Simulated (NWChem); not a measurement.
System: C₂H₅ClSi; SMILES [SiH3]C(=C)Cl

NWChem input:

```
start job
memory heap 200 mb stack 900 mb global 1100 mb
geometry units angstroms noautoz
  C      1.790023     0.290434     0.000000
  C      0.466417     0.113737     0.000000
  Si    -0.426072    -1.543370     0.000000
  Cl    -0.606885     1.493773     0.000000
  H      2.454825    -0.577827     0.000000
  H      2.244578     1.285657     0.000000
  H     -1.286551    -1.647291    -1.214276
  H      0.594839    -2.633274     0.000000
  H     -1.286551    -1.647291     1.214276
end
basis spherical
  * library def2-svp
end
dft
  xc pbe0
  iterations 150
  vectors input atomic output neutral.movecs
end
task dft energy
charge 1
dft
  odft
  mult 2
  vectors input atomic output cation.movecs
end
task dft energy
```

NWChem printed, in part:

```
             Northwest Computational Chemistry Package (NWChem) 7.3.0
             --------------------------------------------------------

 CS  symmetry detected

                             Geometry "geometry" -> ""
                             -------------------------

 Output coordinates in angstroms (scale by  1.889725989 to convert to a.u.)

  No.       Tag          Charge          X              Y              Z
 ---- ---------------- ---------- -------------- -------------- --------------
    1 C                    6.0000     1.79613985     0.22912937     0.00000000
    2 C                    6.0000     0.46887000     0.08246849     0.00000000
    3 Si                  14.0000    -0.46093721    -1.55399073     0.00000000
    4 Cl                  17.0000    -0.57288709     1.48646946     0.00000000
    5 H                    1.0000     2.44109779    -0.65397204     0.00000000
    6 H                    1.0000     2.27312828     1.21379739     0.00000000
    7 H                    1.0000    -1.32354998    -1.63838800    -1.21427600
    8 H                    1.0000     0.53501624    -2.66674709     0.00000000
    9 H                    1.0000    -1.32354998    -1.63838800     1.21427600

 Effective nuclear repulsion energy (a.u.)     194.5229935280

      Symmetry information
      --------------------

 Group name             Cs
 Group number              2
 Group order               2
 No. of unique centers     8

                                 NWChem DFT Module
                                 -----------------

 Summary of "ao basis" -> "ao basis" (spherical)
 ------------------------------------------------------------------------------
       Tag                 Description            Shells   Functions and Types
 ---------------- ------------------------------  ------  ---------------------
 C                          def2-svp                 6       14   3s2p1d
 Si                         def2-svp                 8       18   4s3p1d
 Cl                         def2-svp                 8       18   4s3p1d
 H                          def2-svp                 3        5   2s1p

      Symmetry analysis of basis
      --------------------------

        a'         63
        a"         26

            General Information
            -------------------
          SCF calculation type: DFT
          Wavefunction type:  closed shell.
          No. of atoms     :     9
          No. of electrons :    48
           Alpha electrons :    24
            Beta electrons :    24
          Charge           :     0
          Spin multiplicity:     1
          Use of symmetry is: on ; symmetry adaption is: on
          Maximum number of iterations: 150
          AO basis - number of functions:    89
                     number of shells:    43
          Convergence on energy requested:  1.00D-06
          Convergence on density requested:  1.00D-05
          Convergence on gradient requested:  5.00D-04

              XC Information
              --------------
                         PBE0 Method XC Functional
                     Hartree-Fock (Exact) Exchange  0.250
          PerdewBurkeErnzerhof Exchange Functional  0.750
            Perdew 1991 LDA Correlation Functional  1.000 local
           PerdewBurkeErnz. Correlation Functional  1.000 non-local

             Grid Information
             ----------------
          Grid used for XC integration:  medium
          Radial quadrature: Mura-Knowles
          Angular quadrature: Lebedev.
          Tag              B.-S. Rad. Rad. Pts. Rad. Cut. Ang. Pts.
          ---              ---------- --------- --------- ---------
          C                   0.70       49          10.0       434
          Si                  1.10       88          11.0       590
          Cl                  1.00       88          11.0       590
          H                   0.35       45          12.0       434
          Grid pruning is: on
          Number of quadrature shells:   454
          Spatial weights used:  Erf1

      Superposition of Atomic Density Guess
      -------------------------------------

 Sum of atomic energies:        -825.80807963

      Non-variational initial energy
      ------------------------------

 Total energy =    -827.506321
 1-e energy   =   -1525.725415
 2-e energy   =     503.696101
 HOMO         =      -0.298442
 LUMO         =       0.002754

      Symmetry analysis of molecular orbitals - initial
      -------------------------------------------------

  Numbering of irreducible representations:

     1 a'          2 a"

  Orbital symmetries:

     1 a'          2 a'          3 a'          4 a'          5 a'
     6 a'          7 a'          8 a"          9 a'         10 a'
    11 a'         12 a"         13 a'         14 a'         15 a'
    16 a'         17 a'         18 a'         19 a"         20 a'
    21 a"         22 a'         23 a'         24 a"         25 a"
    26 a'         27 a'         28 a'         29 a"         30 a'
    31 a'         32 a'         33 a'         34 a'

   convergence    iter        energy       DeltaE   RMS-Dens  Diis-err
 ---------------- ----- ----------------- --------- --------- ---------
 d= 0,ls=0.0,diis     1   -828.1695739439 -1.02D+03  8.64D-03  3.39D-01
 d= 0,ls=0.0,diis     2   -828.1675351121  2.04D-03  6.18D-03  3.49D-01
 d= 0,ls=0.0,diis     3   -828.2055507450 -3.80D-02  1.89D-03  5.34D-02
 d= 0,ls=0.0,diis     4   -828.2123495834 -6.80D-03  5.90D-04  2.53D-03
 d= 0,ls=0.0,diis     5   -828.2127029249 -3.53D-04  1.48D-04  2.09D-04
  Resetting Diis
 d= 0,ls=0.0,diis     6   -828.2127312775 -2.84D-05  3.39D-05  6.91D-06
 d= 0,ls=0.0,diis     7   -828.2127322976 -1.02D-06  8.51D-06  1.79D-07
 d= 0,ls=0.0,diis     8   -828.2127323051 -7.54D-09  3.81D-06  1.27D-07

         Total DFT energy =     -828.212732305129
      One electron energy =    -1528.497287578654
           Coulomb energy =      567.198597978108
    Exchange-Corr. energy =      -61.437036232611
 Nuclear repulsion energy =      194.522993528028

 Numeric. integr. density =       48.000006611401

                  Occupations of the irreducible representations
                  ----------------------------------------------

                     irrep           alpha         beta
                     --------     --------     --------
                     a'               19.0         19.0
                     a"                5.0          5.0

                       DFT Final Molecular Orbital Analysis
                       ------------------------------------

 Vector   22  Occ=2.000000D+00  E=-3.531215D-01  Symmetry=a"
              MO Center= -8.1D-01, -7.0D-01, -5.5D-14, r^2= 3.9D+00
   Bfn.  Coefficient  Atom+Function         Bfn.  Coefficient  Atom+Function
  ----- ------------  ---------------      ----- ------------  ---------------
    59      0.327503  4 Cl pz                75      0.275730  7 H  s
    85     -0.275730  9 H  s                 56      0.250725  4 Cl pz
    38     -0.247800  3 Si pz                41     -0.186782  3 Si pz
    53      0.145335  4 Cl pz                76      0.144480  7 H  s
    86     -0.144480  9 H  s                 35      0.138554  3 Si pz

 Vector   23  Occ=2.000000D+00  E=-3.118293D-01  Symmetry=a'
              MO Center= -3.0D-01,  8.3D-01,  2.1D-16, r^2= 2.8D+00
   Bfn.  Coefficient  Atom+Function         Bfn.  Coefficient  Atom+Function
  ----- ------------  ---------------      ----- ------------  ---------------
    58      0.416887  4 Cl py                57      0.413336  4 Cl px
    55      0.297776  4 Cl py                54      0.295673  4 Cl px
    19     -0.182522  2 C  py                51      0.171336  4 Cl px
    52      0.171998  4 Cl py                37      0.165665  3 Si py
    18     -0.141834  2 C  px                17      0.124425  2 C  s

 Vector   24  Occ=2.000000D+00  E=-2.778822D-01  Symmetry=a"
              MO Center=  5.5D-01,  5.8D-01, -6.1D-16, r^2= 2.9D+00
   Bfn.  Coefficient  Atom+Function         Bfn.  Coefficient  Atom+Function
  ----- ------------  ---------------      ----- ------------  ---------------
    59      0.444107  4 Cl pz                 6     -0.368627  1 C  pz
    56      0.304008  4 Cl pz                20     -0.299122  2 C  pz
     9     -0.266020  1 C  pz                23     -0.184538  2 C  pz
    53      0.175685  4 Cl pz                76     -0.081917  7 H  s
    86      0.081917  9 H  s                 75     -0.064609  7 H  s

 Vector   25  Occ=0.000000D+00  E=-2.239227D-02  Symmetry=a"
              MO Center=  9.1D-01, -1.4D-02,  1.8D-15, r^2= 3.0D+00
   Bfn.  Coefficient  Atom+Function         Bfn.  Coefficient  Atom+Function
  ----- ------------  ---------------      ----- ------------  ---------------
     9      0.592150  1 C  pz                23     -0.525576  2 C  pz
     6      0.413589  1 C  pz                20     -0.380852  2 C  pz
    41     -0.299392  3 Si pz                76     -0.281585  7 H  s
    86      0.281585  9 H  s                 59      0.212836  4 Cl pz
    75     -0.098204  7 H  s                 85      0.098204  9 H  s

 Vector   26  Occ=0.000000D+00  E= 3.270920D-02  Symmetry=a'
              MO Center= -2.8D-01, -9.3D-01, -1.2D-14, r^2= 4.9D+00
   Bfn.  Coefficient  Atom+Function         Bfn.  Coefficient  Atom+Function
  ----- ------------  ---------------      ----- ------------  ---------------
    17      1.280344  2 C  s                 40     -0.949132  3 Si py
    39     -0.774291  3 Si px                21     -0.467894  2 C  px
    58      0.424102  4 Cl py                32     -0.414826  3 Si s
    50     -0.341791  4 Cl s                 76     -0.332128  7 H  s
    86     -0.332128  9 H  s                 71     -0.324802  6 H  s

 Vector   27  Occ=0.000000D+00  E= 4.379182D-02  Symmetry=a'
              MO Center=  3.1D-02, -8.8D-01, -3.2D-15, r^2= 5.3D+00
   Bfn.  Coefficient  Atom+Function         Bfn.  Coefficient  Atom+Function
  ----- ------------  ---------------      ----- ------------  ---------------
    40      1.031492  3 Si py                81      0.961373  8 H  s
    66      0.566801  5 H  s                 22      0.427828  2 C  py
    58      0.395849  4 Cl py                71     -0.358986  6 H  s
    17     -0.320277  2 C  s                 39     -0.297897  3 Si px
    19      0.268011  2 C  py                50     -0.265594  4 Cl s

     Multipole analysis of the density
     ---------------------------------

     L   x y z        total         alpha         beta         nuclear
     -   - - -        -----         -----         ----         -------
     0   0 0 0     -0.000000    -24.000000    -24.000000     48.000000

     1   1 0 0      0.421735      0.210868      0.210868      0.000000
     1   0 1 0     -0.311212     -0.155606     -0.155606      0.000000
     1   0 0 1      0.000000      0.000000      0.000000      0.000000

     2   2 0 0    -27.580833    -92.613633    -92.613633    157.646433
     2   1 1 0      0.473592     -3.915402     -3.915402      8.304396
     2   1 0 1     -0.000000     -0.000000     -0.000000      0.000000
     2   0 2 0    -29.180692   -168.339730   -168.339730    307.498768
     2   0 1 1      0.000000      0.000000      0.000000      0.000000
     2   0 0 2    -30.556202    -20.543515    -20.543515     10.530827

                                 NWChem DFT Module
                                 -----------------

      Symmetry analysis of basis
      --------------------------

        a'         63
        a"         26

            General Information
            -------------------
          SCF calculation type: DFT
          Wavefunction type:  spin polarized.
          No. of atoms     :     9
          No. of electrons :    47
           Alpha electrons :    24
            Beta electrons :    23
          Charge           :     1
          Spin multiplicity:     2
          Use of symmetry is: on ; symmetry adaption is: on
          Maximum number of iterations: 150
          AO basis - number of functions:    89
                     number of shells:    43
          Convergence on energy requested:  1.00D-06
          Convergence on density requested:  1.00D-05
          Convergence on gradient requested:  5.00D-04

              XC Information
              --------------
                         PBE0 Method XC Functional
                     Hartree-Fock (Exact) Exchange  0.250
          PerdewBurkeErnzerhof Exchange Functional  0.750
            Perdew 1991 LDA Correlation Functional  1.000 local
           PerdewBurkeErnz. Correlation Functional  1.000 non-local

             Grid Information
             ----------------
          Grid used for XC integration:  medium
          Radial quadrature: Mura-Knowles
          Angular quadrature: Lebedev.
          Tag              B.-S. Rad. Rad. Pts. Rad. Cut. Ang. Pts.
          ---              ---------- --------- --------- ---------
          C                   0.70       49          10.0       434
          Si                  1.10       88          11.0       590
          Cl                  1.00       88          11.0       590
          H                   0.35       45          12.0       434
          Grid pruning is: on
          Number of quadrature shells:   454
          Spatial weights used:  Erf1

      Superposition of Atomic Density Guess
      -------------------------------------

 Sum of atomic energies:        -825.80807963

 Renormalizing density from      48.00 to     47

      Non-variational initial energy
      ------------------------------

 Total energy =    -816.489094
 1-e energy   =   -1493.939469
 2-e energy   =     482.927381
 HOMO         =      -0.578562
 LUMO         =      -0.271738

   Symmetry analysis of molecular orbitals - initial alpha
   -------------------------------------------------------

  Numbering of irreducible representations:

     1 a'          2 a"

  Orbital symmetries:

     1 a'          2 a'          3 a'          4 a'          5 a'
     6 a'          7 a'          8 a"          9 a'         10 a'
    11 a'         12 a"         13 a'         14 a'         15 a'
    16 a'         17 a'         18 a'         19 a"         20 a'
    21 a"         22 a'         23 a'         24 a"         25 a"
    26 a'         27 a'         28 a'         29 a"         30 a'
    31 a'         32 a'         33 a'         34 a'

   Symmetry analysis of molecular orbitals - initial beta
   ------------------------------------------------------

  Numbering of irreducible representations:

     1 a'          2 a"

  Orbital symmetries:

     1 a'          2 a'          3 a'          4 a'          5 a'
     6 a'          7 a'          8 a"          9 a'         10 a'
    11 a'         12 a"         13 a'         14 a'         15 a'
    16 a'         17 a'         18 a'         19 a"         20 a'
    21 a"         22 a'         23 a'         24 a"         25 a"
    26 a'         27 a'         28 a'         29 a"         30 a'
    31 a'         32 a'         33 a'         34 a'

[...]
```

Level: PBE0/def2-SVP, vertical spin-unrestricted ions. Structure relaxed at the PBE0/def2-SVP level.
